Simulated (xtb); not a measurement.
xtb input (GFN2-xTB):

```bash
xtb mol.xyz --gfn 2 --ohess tight --chrg -1 --uhf 0
```
mol.xyz:
```
6

Si    -0.28105750    -0.16786097    -0.03151736
Br    -0.42815442    -0.71907777     2.11500299
Br    -1.21146256    -1.76538639    -1.29772142
Br    -1.39771613     1.77752886    -0.37796945
N      1.46147846     0.02084155    -0.56461195
H      1.82941979     0.75736001     0.12276851
```

End of the output:

```
       6    273.66    -0.46898 ( 99.89%)    -0.55295 (  0.11%)    -0.46907
       7    295.96    -0.42924 ( 99.92%)    -0.52975 (  0.08%)    -0.42932
   ------------------------------------------------------------------------

   temp. (K)  partition function   enthalpy   heat capacity  entropy
                                   cal/mol     cal/K/mol   cal/K/mol   J/K/mol
 298.15  VIB   164.                 3182.533     16.580     20.605
         ROT  0.153E+07              888.752      2.981     31.276
         INT  0.250E+09             4071.285     19.561     51.881
         TR   0.460E+28             1481.254      4.968     42.797
         TOT                        5552.5394    24.5295    94.6787   396.1357

       T/K    H(0)-H(T)+PV         H(T)/Eh          T*S/Eh         G(T)/Eh
   ------------------------------------------------------------------------
    298.15    0.884853E-02    0.259255E-01    0.449849E-01   -0.190594E-01
   ------------------------------------------------------------------------

         :::::::::::::::::::::::::::::::::::::::::::::::::::::
         ::                  THERMODYNAMIC                  ::
         :::::::::::::::::::::::::::::::::::::::::::::::::::::
         :: total free energy         -17.821816255726 Eh   ::
         ::.................................................::
         :: total energy              -17.802756893814 Eh   ::
         :: zero point energy           0.017077005423 Eh   ::
         :: G(RRHO) w/o ZPVE           -0.036136367334 Eh   ::
         :: G(RRHO) contrib.           -0.019059361912 Eh   ::
         :::::::::::::::::::::::::::::::::::::::::::::::::::::

optimized geometry written to: xtbopt.xyz

           -------------------------------------------------
Note: The following floating-point exceptions are signalling: IEEE_DENORMAL
normal termination of xtb
          | TOTAL ENERGY              -17.802756893814 Eh   |
          | TOTAL ENTHALPY            -17.776831353641 Eh   |
          | TOTAL FREE ENERGY         -17.821816255726 Eh   |
          | GRADIENT NORM               0.000066240027 Eh/α |
          | HOMO-LUMO GAP               5.105220340863 eV   |
           -------------------------------------------------

------------------------------------------------------------------------
------------------------------------------------------------------------
 total:
 SCF:
 ANC optimizer:
 analytical hessian:
```

It need not be the lowest isomer of its formula. Whether it binds its extra electron was not tested at this geometry.
